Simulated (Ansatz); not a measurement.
Input and output for CH₉BSSi₂ (`B[SiH2]CS[SiH3]`).

```yaml
crystal:
  periodic: [false, false, false]
  atoms:
    - {symbol: B, position_ang: [-1.516896, 2.196961, 1.297064]}
    - {symbol: Si, position_ang: [-1.207212, 0.545416, 0.192799]}
    - {symbol: C, position_ang: [0.085390, -0.638451, 0.891332]}
    - {symbol: S, position_ang: [0.329877, -2.119862, -0.151224]}
    - {symbol: Si, position_ang: [1.742318, -1.386907, -1.559922]}
    - {symbol: H, position_ang: [-2.407926, 2.940954, 1.006764]}
    - {symbol: H, position_ang: [-0.836525, 2.501738, 2.233072]}
    - {symbol: H, position_ang: [-2.481969, -0.205077, 0.014166]}
    - {symbol: H, position_ang: [-0.762437, 1.006629, -1.155987]}
    - {symbol: H, position_ang: [1.042709, -0.140256, 1.064995]}
    - {symbol: H, position_ang: [-0.246762, -1.016346, 1.861622]}
    - {symbol: H, position_ang: [1.191548, -0.319310, -2.434835]}
    - {symbol: H, position_ang: [2.927996, -0.833859, -0.850236]}
    - {symbol: H, position_ang: [2.127086, -2.560731, -2.380911]}
basis:
  gaussian: {orbitals: pcseg-2, final_grid: {core_spheres: 8, valence_spheres: 7, degree: 23}}
hamiltonian: {xc: {name: PBE}}
correlation: {method: rpa}
```

```sh
$ ansatz run in.yaml --threads 4 --pin off --events-out ev --progress --plain --max-ram 10444MiB
```

Output, abridged:

```
Functional definition: PBE
1704 factors; integrals over basis functions are off by at most 1.1e-3 eV
mean field evaluation 1: about -28426.5945 eV, gradient 6.1e1 eV
mean field evaluation 2: about -28426.5654 eV, gradient 6.1e1 eV
mean field evaluation 4: about -28434.9576 eV, gradient 1.9e1 eV
mean field evaluation 8: about -28436.0107 eV, gradient 6.3e-1 eV
mean field evaluation 16: about -28436.0084 eV, gradient 3.0e-4 eV
mean field -28436.00838190 eV, -1045.0040334161 hartree, gradient 5.3e-6 eV, S^2 0.000000; 0 other end points of the search recorded, 0 dependent functions left out
17 core orbitals not correlated: weight in the atoms' cores, before any rotation towards them, 1.000 or more for the frozen orbitals, at most 0.000 for the correlated occupied ones
reference -28385.71302347 eV, -1043.1557130852 hartree; 15, 15 occupied and 256, 256 virtual orbitals, 1704 factors
Total energy: -28420.28919606 eV, -1044.4263639912 hartree
```

Hardware: 4 threads of an Arm Neoverse V2 on a shared host. Wall time 4.6 s, peak host memory 0.71 GiB.
